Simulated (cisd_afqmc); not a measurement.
Input (AFQMC/CISD/cc-pV(T+d)Z; cisd_afqmc is a phaseless AFQMC code with CISD trial states that reads the integrals written by Ansatz): A basis named .json is the Basis Set Exchange file of that set.

Ansatz 0.2 input:
```python
import cisd_afqmc

open("ham.yaml", "w").write("""\
crystal:
  periodic: [false, false, false]
  atoms:
    - {symbol: Al, position_ang: [0.05361744, 0.04680019, 0.00084827]}
    - {symbol: C, position_ang: [-1.46979468, -1.13806756, -0.04443735]}
    - {symbol: H, position_ang: [-1.26491438, -2.00122239, -0.68248037]}
    - {symbol: H, position_ang: [-2.36082937, -0.63648323, -0.42301950]}
    - {symbol: H, position_ang: [-1.68780399, -1.52549064, 0.95341948]}
    - {symbol: F, position_ang: [-0.01596922, 1.59703249, -0.55774645]}
    - {symbol: F, position_ang: [1.50877914, -0.44334370, 0.60304388]}
basis:
  gaussian:
    orbitals: cc-pV_T+d_Z.json
magnetization: {spin_polarized: false}
correlation: {method: ccsd, electrons: outside_noble_gas, hamiltonian_folder: ham}
""")
rep = cisd_afqmc.ansatz("ham.yaml")
e_ccsd = rep["correlation"]["coupled_cluster"]["energy"]["hartree"]
out = cisd_afqmc.run("ham", e_ccsd, trial="CISD", walkers=1000, populations=1, threads=12, dt=0.005, steps=40, early=24, settle=10, least=100,
    cut=5e-5, rank_cut=2e-4, target=0.0007, seconds=1500, seed=4, memory=62639, gpu=True)
```

Output:

```
orbitals 163, occupied [12], factors 908 of 1005, rank of the doubles 518 of 1812
E(HF) = -480.685778
E(CCSD) on the cut factors = -481.462257, shift to the whole factors -0.000014
Energy of the trial state on the determinant = -481.462309
  tau behind 7.2 of longer steps, mean of the populations' last blocks
   2.0  -481.48884
   4.0  -481.48665
   6.0  -481.48854
   8.0  -481.48744
  10.0  -481.48836
  12.0  -481.48715
  14.0  -481.49032
  16.0  -481.48720
  18.0  -481.48739
  20.0  -481.48759
  22.0  -481.48915
blocks 100 (0 outliers left out), error by blocks joined: 1: 0.00034, 2: 0.00041, 4: 0.00046, 8: 0.00049
E(AFQMC/CISD) = -481.48798 +/- 0.00049
```
